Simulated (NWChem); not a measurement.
System: GaN₂H₅O; SMILES [NH2][Ga]([NH2])[OH]

Here is an NWChem input.

```
start job
memory heap 200 mb stack 900 mb global 1100 mb
geometry units angstroms noautoz
  Ga     0.026101    -0.021767    -0.030777
  O      1.785017    -0.336124     0.042970
  H      2.325813     0.449101     0.163405
  N     -1.024975    -1.492952     0.002481
  H     -0.618839    -2.413185    -0.110531
  H     -2.001098    -1.482764    -0.261799
  N     -0.621066     1.674371    -0.000995
  H     -1.598820     1.877810    -0.166100
  H     -0.043390     2.478332    -0.210759
end
basis spherical
  * library def2-svp
end
dft
  xc xpbe96 cpbe96
  iterations 150
  vectors input atomic output neutral.movecs
end
task dft energy
charge 1
dft
  odft
  mult 2
  vectors input atomic output cation.movecs
end
task dft energy
```

All runs use the structure optimised with PBE0/def2-SVP.

Ions are spin-unrestricted doublets at the neutral geometry; other ion states weren't tried.

Q: Give the results of this calculation. (PBE/def2-SVP, vertical spin-unrestricted ions.) Quantities: −ε(HOMO) (eV).

A: 
| Item | Result |
|---|---|
| −ε(HOMO) (eV) | 5.11 |
